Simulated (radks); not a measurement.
The numbers below are computed, except where a source is named.
Sn4+, configuration [Kr] 4d10 (the NIST ground configuration).

Code: a radial shooting solver on a logarithmic mesh with Libxc functionals. Model: Dirac Kohn-Sham, PBE, spin-unpolarised, spherical densities, finite nucleus; Fermi nuclear charge, rms radius 4.6519 fm.

Energy parts (hartree):
| part | energy |
|---|---|
| total | -6175.42413 |
| kinetic | 6502.22946 |
| electron-nucleus | -14918.12210 |
| Hartree | 2404.59831 |
| exchange-correlation | -164.12980 |

Orbitals (lengths in bohr, moments of r in powers of bohr; r(max) is where P^2 peaks):
1s1/2: occ. 2; eigenvalue (hartree) -1067.074; r(max) 0.01877; small-component weight 3.37e-02
2s1/2: occ. 2; eigenvalue (hartree) -162.3744; r(max) 0.1062; small-component weight 7.14e-03
2p1/2: occ. 2; eigenvalue (hartree) -151.7790; r(max) 0.08179; small-component weight 7.16e-03
2p3/2: occ. 4; eigenvalue (hartree) -143.3028; r(max) 0.08632; small-component weight 6.84e-03
3s1/2: occ. 2; eigenvalue (hartree) -32.60019; r(max) 0.3077; small-component weight 2.06e-03
3p1/2: occ. 2; eigenvalue (hartree) -28.29513; r(max) 0.2941; small-component weight 2.01e-03
3p3/2: occ. 4; eigenvalue (hartree) -26.74720; r(max) 0.3044; small-component weight 1.92e-03
3d3/2: occ. 4; eigenvalue (hartree) -19.13800; r(max) 0.2494; small-component weight 1.80e-03
3d5/2: occ. 6; eigenvalue (hartree) -18.81849; r(max) 0.2523; small-component weight 1.78e-03
4s1/2: occ. 2; eigenvalue (hartree) -6.47585; r(max) 0.7459; small-component weight 5.56e-04
4p1/2: occ. 2; eigenvalue (hartree) -5.04320; r(max) 0.7719; small-component weight 4.97e-04
4p3/2: occ. 4; eigenvalue (hartree) -4.76415; r(max) 0.7964; small-component weight 4.70e-04
4d3/2: occ. 4; eigenvalue (hartree) -2.51047; r(max) 0.8790; small-component weight 3.32e-04
4d5/2: occ. 6; eigenvalue (hartree) -2.47082; r(max) 0.8883; small-component weight 3.26e-04

The highest occupied level is 4d5/2 at -67.234 eV. For comparison, the ionisation energy in NIST's Atomic Spectra Database is 77.03 eV (measured). In exact Kohn-Sham theory the highest level is minus the ionisation energy, but local and semilocal functionals leave it too shallow, through self-interaction and a potential that decays too fast; potentials with the right tail come closer. The electron density at the nucleus is 1.911e+05 e/bohr^3. The density falls to 0.001 e/bohr^3 at r = 2.77 bohr.
